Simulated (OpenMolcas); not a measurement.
An OpenMolcas run meant for Sb²⁺ (ANO-R0, X2C; inactive shells 1s 2s 2p 3s 3p 3d 4s 4p 4d 5s; intended active space 1 electron in 3 orbitals (5p)). One step of its input:

```
&RASSCF
FileOrb=start.orb
Symmetry=2
Spin=3
nActEl=1 0 0
Inactive=15 9
Ras2=0 3
CIRoot=3 3 1
SDav=3
CIMx=300
Iter=76 100
PrWF=0.3
OrbListing=Nothing
MaxOrb=0
Atom
>>> COPY $Project.JobIph JOB001
```

Lines from the output:

```
--- SEWARD ---
Basis set label: SB.ANO-R...5S4P2D.

      Electronic valence basis set:
      ------------------
      Associated Effective Charge  51.000000 au
      Associated Actual Charge     51.000000 au
      Nuclear Model: Finite nucleus - Gaussian distribution
        Gaussian exponent, Xi/bohr**(-2):  1.89752E+08

      Shell  nPrim  nBasis  Cartesian Spherical Contaminant
         s      23       5        X
         p      18       4        X
         d      12       2                 X
                  Relativistic X2C integrals
                  Atomic mean-field integrals
--- RASSCF ---

 Nr of active orbitals     NAC=   3
 Spin degeneracy         ISPIN=   3
 There can be no such wave function.
 ************************************************
--- Stop Module: rasscf at  /rc=_RC_INPUT_ERROR_ ---
.####################.
.# User input error #.
.####################.
```

**Question.** What is wrong with the input?

**Answer.** The spin multiplicity does not fit the number of active electrons: an even count needs an odd multiplicity and the reverse.
